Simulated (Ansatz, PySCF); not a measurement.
Process, species as SMILES: FC(F)(F)F -> F[C](F)F + F atom (the C-F bond at the site shown breaks; other sites are not compared here)
Geometries: B3LYP-D3(BJ)/def2-TZVP minima from Ansatz (an electronic-structure program).
Geometry of the first species:
SMILES: FC(F)(F)F
```xyz
5

C      0.0000     0.0000     0.0000
F      0.7629     0.7657     0.7682
F     -0.7843    -0.7493     0.7628
F     -0.7467     0.7653    -0.7843
F      0.7680    -0.7817    -0.7466
```
Charge 0, spin multiplicity 1.

Quantity: bond dissociation energy (enthalpy at 298 K, with B3LYP-D3(BJ) rigid-rotor harmonic-oscillator terms from PySCF), in kcal/mol. Cores are frozen in the correlated levels unless marked. UHF or UKS for open shells. No spin-orbit coupling. No relativistic terms. FCI takes restricted orbitals. Basis-set limits of correlation are two-point, X^-3; Hartree-Fock from the larger set. The bracket is a focal-point correction in the basis named.

From measured enthalpies of formation at 298 K: 130.2 kcal/mol (FC(F)(F)F -223.1, ATcT 1.112; F[C](F)F -111.9, ATcT 1.112; F atom 19.0, ATcT 1.112). It holds spin-orbit effects, which the calculations lack, and core correlation, which the frozen-core levels lack.

```
level                                                                 program  bond dissociation energy (kcal/mol)  error against measurement
-------------------------------------------------------------  --------------  -----------------------------------  -------------------------
HF-D3(BJ)/def2-TZVPD                                            PySCF + dftd3                                 91.1                      -39.1
revPBE-D3(BJ)/def2-TZVPD                                       Ansatz + dftd3                                122.6                       -7.6
r2SCAN-D3(BJ)/def2-TZVPD                                       Ansatz + dftd3                                125.9                       -4.3
PBE0/STO-3G                                                            Ansatz                                105.4                      -24.8
PBE0/def2-TZVPD                                                        Ansatz                                125.7                       -4.5
BHLYP/def2-TZVPD                                                       Ansatz                                118.1                      -12.1
TPSSh-D3(BJ)/def2-TZVPD                                         PySCF + dftd3                                122.1                       -8.1
HSE06-D3(BJ)/def2-TZVPD                                        Ansatz + dftd3                                126.1                       -4.1
RPA@PBE/cc-pVTZ                                                        Ansatz                                117.9                      -12.3
MP2/6-31G                                                              Ansatz                                103.8                      -26.4
MP2/aug-cc-pVTZ                                                        Ansatz                                135.7                        5.5
MP2/cc-pwCVTZ                                                          Ansatz                                135.6                        5.4
SCS-MP2/STO-3G                                                         Ansatz                                 81.6                      -48.6
SCS-MP2/6-31G*                                                         Ansatz                                130.6                        0.4
SCS-MP2/aug-cc-pVDZ                                                    Ansatz                                126.1                       -4.1
CCSD/6-31G*                                                            Ansatz                                125.7                       -4.5
CCSD/cc-pVDZ                                                           Ansatz                                121.1                       -9.1
CCSD(T)/6-31G*                                                         Ansatz                                127.6                       -2.6
CCSD(T)/cc-pwCVTZ                                                      Ansatz                                128.6                       -1.6
FCI/STO-3G                                                             Ansatz                                 81.8                      -48.4
RI-MP2/CBS(aug-cc-pVTZ,aug-cc-pVQZ)+[CCSD(T)-MP2]/aug-cc-pVTZ          Ansatz                                131.6                        1.4
```
